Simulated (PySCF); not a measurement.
Oxygen: a sound run and one with changed settings

Sound run: O⁺ [He] 2s2 2p3, O²⁺ [He] 2s2 2p2. Calculation: PySCF 2.14, in x2c-TZVPall (5s3p2d1f, 31 functions); the spin-free X2C one-electron Hamiltonian (Gaussian nucleus). The sound run starts from symmetry-adapted Hartree-Fock orbitals and uses a fine grid where one is needed.

Changed run: radial step 0.5 in ln r (0.13 in the sound run). This setting is unsound on purpose.

```tsv
species	method	sound run (hartree)	changed run (hartree)	converged
O⁺	UHF	-74.42662	-74.42662	yes
O⁺	PBE0	-74.56413	-74.56049	yes
O⁺	M06-2X	-74.61929	-74.58848	yes
O²⁺	UHF	-73.15609	-73.15609	yes
O²⁺	PBE0	-73.26665	-73.26501	yes
O²⁺	M06-2X	-73.32924	-73.30734	yes
```

Ionisation energy of O⁺:

```json
{"method": "UHF", "sound run (eV)": "34.573", "changed run (eV)": "34.573"}
{"method": "PBE0", "sound run (eV)": "35.306", "changed run (eV)": "35.252"}
{"method": "M06-2X", "sound run (eV)": "35.104", "changed run (eV)": "34.862"}
```

A coarse radial grid mis-integrates the density and the exchange-correlation energy, with errors of either sign; Hartree-Fock needs no grid.

For comparison, NIST gives 35.121 eV between the lowest levels.
